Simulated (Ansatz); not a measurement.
`C[CH2][In]([OH])[F]` + dimethylamine → `C[N](C)[In]([OH])[F]` + ethane  (ligand exchange at the In–C bond)

Gas-phase electronic energies from Ansatz, PBE0-D4/def2-TZVP geometries. CCSD(T)/CBS is the MP2 limit (def2-TZVPP, def2-QZVPP) plus CCSD(T) − MP2 in def2-TZVPP, frozen cores. This one scheme is used for every species. Functionals use def2-TZVPP. B3LYP here is the variant with VWN-RPA as its local correlation; programs differ in this. Elements past krypton have def2 core potentials. For In outer-core shells are correlated without core-valence functions, which leaves a few kJ/mol of doubt a bond. One conformer a species, not always the lowest.

| level | ΔE (kJ/mol) |
| --- | --- |
| PBE0-D4 | -15.6 |
| ωB97M-V | -17.9 |
| PBE | -12.9 |
| B3LYP | -15.9 |
| MP2/def2-TZVPP | -23.6 |
| CCSD(T)/def2-TZVPP | -22.3 |
| SCS-MP2/def2-QZVPP | -24.9 |
| MP2/CBS(def2) | -24.4 |

Task: What does CCSD(T)/CBS give? (Best estimate.)

Result: The calculation gave: -23.0 kJ/mol. The listed levels differ from it by 7.4, 5.1, 10.1, 7.1, -0.6, 0.7, -1.9, -1.4 kJ/mol.

Largest T1 diagnostic among the species: 0.016.

The D4 term adds −3.5 kJ/mol with B3LYP and −2.0 kJ/mol with PBE0; it sums over pairs of atoms, weighted by their polarisabilities, and B3LYP, whose exchange is more repulsive, gets the larger term.

CCSD(T)/CBS has its own doubt, a few kJ/mol and more with outer-core shells, so smaller differences from it don't rank the levels.
